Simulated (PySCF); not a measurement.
C₂H₃BF₂O, SMILES CC(=O)B(F)F.

Coordinates come from a ωB97X-D3(BJ)/def2-SVP optimisation. This is a generated structure with no PubChem entry under its InChIKey; it may be hypothetical. Other conformers were not sampled.

Computed with TDDFT-PBE/def2-SVPD (PySCF).

Vertical excitations. Gas-phase values at a fixed geometry. State labels are in the subgroup Cs.

Q: Estimate the UV-visible absorptions. (The exact figures need the calculation; the answer reports its results.)

A: 
```json
[
 {"state": "S1", "symmetry": "A\"", "energy (eV)": "2.77", "λ (nm)": "448", "f": "0.000", "main pairs": "HOMO→LUMO 100 %"},
 {"state": "S2", "symmetry": "A'", "energy (eV)": "5.62", "λ (nm)": "221", "f": "0.011", "main pairs": "HOMO→LUMO+1 99 %"},
 {"state": "S3", "symmetry": "A\"", "energy (eV)": "6.05", "λ (nm)": "205", "f": "0.003", "main pairs": "HOMO→LUMO+2 76 %, HOMO−2→LUMO 24 %"},
 {"state": "S4", "symmetry": "A\"", "energy (eV)": "6.23", "λ (nm)": "199", "f": "0.005", "main pairs": "HOMO−2→LUMO 75 %, HOMO→LUMO+2 23 %"},
 {"state": "S5", "symmetry": "A'", "energy (eV)": "6.55", "λ (nm)": "189", "f": "0.042", "main pairs": "HOMO→LUMO+3 89 %"},
 {"state": "S6", "symmetry": "A'", "energy (eV)": "6.91", "λ (nm)": "179", "f": "0.087", "main pairs": "HOMO−1→LUMO 72 %"},
 {"state": "S7", "symmetry": "A\"", "energy (eV)": "6.98", "λ (nm)": "178", "f": "0.000", "main pairs": "HOMO−3→LUMO 97 %"},
 {"state": "S8", "symmetry": "A'", "energy (eV)": "7.36", "λ (nm)": "168", "f": "0.028", "main pairs": "HOMO→LUMO+4 96 %"},
 {"state": "S9", "symmetry": "A\"", "energy (eV)": "7.48", "λ (nm)": "166", "f": "0.000", "main pairs": "HOMO−4→LUMO 98 %"},
 {"state": "S10", "symmetry": "A\"", "energy (eV)": "7.68", "λ (nm)": "161", "f": "0.000", "main pairs": "HOMO−5→LUMO 96 %"},
 {"state": "T1", "symmetry": "A\"", "energy (eV)": "2.08", "λ (nm)": "595", "f": "0", "main pairs": "HOMO→LUMO 100 %"},
 {"state": "T2", "symmetry": "A'", "energy (eV)": "5.16", "λ (nm)": "240", "f": "0", "main pairs": "HOMO−1→LUMO 94 %"},
 {"state": "T3", "symmetry": "A'", "energy (eV)": "5.49", "λ (nm)": "226", "f": "0", "main pairs": "HOMO→LUMO+1 100 %"},
 {"state": "T4", "symmetry": "A\"", "energy (eV)": "5.70", "λ (nm)": "217", "f": "0", "main pairs": "HOMO→LUMO+2 50 %, HOMO−2→LUMO 49 %"}
]
```
Triplets are in the Tamm–Dancoff approximation, which puts them higher than full response would, so one can lie above its singlet here.
